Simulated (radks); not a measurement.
Task: The mean radii <r> (bohr) of the occupied orbitals of an atom or ion are listed with their occupations. Method: scalar-relativistic Kohn-Sham, PBE, spin-polarised, spherical densities, finite nucleus; Fermi nuclear charge, rms radius of each element as measured or else 0.836 A^(1/3) + 0.57 fm; computed with a radial shooting solver on a logarithmic mesh with Libxc functionals.

orbital  occ.      <r>
1s up       1  0.09097
1s down     1  0.09096
2s up       1   0.4441
2s down     1   0.4440
2p up       3   0.4067
2p down     3   0.4067
3s up       1    1.485
3s down     1    1.495
3p up       3    1.692
3p down     1    1.727

Name the element and its charge. Open shells, if any, are filled with parallel spins first.

Result: Z = 17, chlorine, charge +1: Cl+ in [Ne] 3s2 3p4. The 1s radius gives Z: for a bare nucleus <r> = (2 gamma + 1)/(2Z) with gamma = sqrt(1 - (Z/c)^2), 0.08778 bohr for Z = 17, and screening makes it slightly larger (0.09097 here). The occupations add up to 16, and the charge is Z minus that.
